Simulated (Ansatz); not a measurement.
Gas-phase electronic energies from Ansatz, PBE0-D4/def2-TZVP geometries. CCSD(T)/CBS is the MP2 limit (def2-TZVPP, def2-QZVPP) plus CCSD(T) − MP2 in def2-TZVPP, frozen cores. DFT in def2-TZVPP. Elements past krypton have def2 core potentials. For I, In, Na outer-core shells are correlated without core-valence functions, which leaves a few kJ/mol of doubt a bond. One conformer a species, not always the lowest.

Reaction (redistribution): `F[CH2][InH][I]` + `[F][Na]` → `F[CH2][InH][F]` + `[Na][I]`

`F[CH2][InH][I]`:

Cartesian coordinates in Å:
```
F 0.139 -0.121 2.123
C 0.244 0.514 0.897
In -0.319 -0.785 -0.744
I -0.080 0.549 -3.061
H 1.276 0.847 0.760
H -0.403 1.396 0.901
H -0.857 -2.400 -0.877
```

`[F][Na]`:

```xyz
2

F    -0.494    0.590   -0.575
Na    0.494   -0.590    0.575
```

`F[CH2][InH][F]`:

Cartesian coordinates in Å:
```
F -1.707 -0.437 1.073
C -0.474 -0.739 0.519
In 0.381 0.941 -0.537
F 2.097 0.298 -1.258
H -0.596 -1.579 -0.171
H 0.203 -1.051 1.318
H 0.095 2.567 -0.945
```

`[Na][I]`:

```xyz
2

Na    1.250    0.258   -0.460
I    -1.250   -0.258    0.460
```

```
         species  PBE0 energy (Eh)
`F[CH2][InH][I]`        -627.55164
       `[F][Na]`        -262.01973
`F[CH2][InH][F]`        -429.59521
       `[Na][I]`        -459.98714
```

Question: Work out ΔE.

Answer: ΔE = (-429.59521) + (-459.98714) − (-627.55164) − (-262.01973) = -0.01098 Eh = -28.8 kJ/mol. CCSD(T)/CBS gives -20.3 kJ/mol.

Question: What do rigid-rotor, harmonic-oscillator terms from PBE0-D4/def2-TZVP frequencies (298.15 K, 1 bar) make of the CCSD(T)/CBS value? (Best estimate.)

Answer: The calculation gave: ΔZPE = +1.3 kJ/mol, ΔH = -19.7 kJ/mol, ΔS = 2 J/(mol·K), ΔG = -20.2 kJ/mol. Modes under 50 cm⁻¹ make the entropy rough.

Largest T1 diagnostic among the species: 0.015.

At CCSD(T), def2-SVP lies −14.9 kJ/mol from the extrapolated value and def2-TZVPP −7.2 kJ/mol. From BLYP to BHLYP (50 % exact exchange), in def2-TZVPP and without D4, ΔE moves by −9.3 kJ/mol.
